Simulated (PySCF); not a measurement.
Isomers of C2H6BN, mass 55.059 u with the commonest isotopes. The calculation used PBE0-D3(BJ)/def2-SVP geometry optimisation, gas phase in PySCF 2.14.0. One conformer each, none proved a minimum here; rigid rotors.

Problem. Order these by dipole moment, smallest first.
A. `[BH3-][N+]#CC`
B. `BN1CC1`
C. `[BH3-]C#[N+]C`
D. `[CH2:1]=[CH:2][BH:3][NH2:4]` with C1–C2–B3–N4 -179°

Solution. D (1.75 D), B (2.36 D), C (6.44 D), A (7.28 D).

Problem. Order these by rotational constant B, smallest first.
A. `BN1CC1`
B. `[BH3-]C#[N+]C`
C. `[CH2:1]=[CH:2][BH:3][NH2:4]` with C1–C2–B3–N4 -179°

Solution. B (3494 MHz), C (3962 MHz), A (7092 MHz).

Problem. Order these by rotational constant A, largest first.
A. `[CH2:1]=[CH:2][BH:3][NH2:4]` with C1–C2–B3–N4 -179°
B. `[BH3-]C#[N+]C`
C. `BN1CC1`

Solution. B (68175 MHz), A (38872 MHz), C (19614 MHz).

```tsv
SMILES	point group	Ia (u·Å²)	Ib (u·Å²)	Ic (u·Å²)	κ	μa (D)	μb (D)	μc (D)
BN1CC1	C2v	25.77	71.26	90.15	-0.79	2.36	0.00	0.00
[BH3-]C#[N+]C	C3v	7.41	144.62	144.63	-1.00	6.44	0.00	0.00
C=CBN	Cs	13.00	127.56	140.55	-0.98	1.42	1.03	0.03
[BH3-][N+]#CC	C3v	7.42	145.64	145.64	-1.00	7.28	0.00	0.00
```
